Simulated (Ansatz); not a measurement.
Gas-phase electronic energies from Ansatz, PBE0-D4/def2-TZVP geometries. CCSD(T)/CBS adds triple-zeta CCSD(T) − MP2 to the extrapolated MP2 energy (def2 sets, frozen cores). Functionals use def2-TZVPP.

`N#CO[SiH3]` + `C[SiH2]C` → `C[SiH](C)C#N` + `O[SiH3]`  (formal exchange of groups at a C–O bond)

| species | RPA@PBE/def2-TZVPP energy (Eh) |
| --- | --- |
| `N#CO[SiH3]` | -459.00638 |
| `C[SiH2]C` | -370.24143 |
| `C[SiH](C)C#N` | -462.47242 |
| `O[SiH3]` | -366.82468 |

Question: Work out ΔE.

Answer: ΔE = (-462.47242) + (-366.82468) − (-459.00638) − (-370.24143) = -0.04929 Eh = -129.4 kJ/mol. CCSD(T)/CBS gives -139.8 kJ/mol.

Largest T1 diagnostic among the species: 0.014.

At CCSD(T), def2-SVP lies +30.3 kJ/mol from the extrapolated value and def2-TZVPP +5.0 kJ/mol. From PBE to PBE0 (25 % exact exchange), in def2-TZVPP and without D4, ΔE moves by −5.0 kJ/mol. In def2-TZVPP, CCSD(T) changes the Hartree–Fock value by −7.8 kJ/mol (the triples alone add +0.2 kJ/mol) and MP2 by −13.4 kJ/mol.
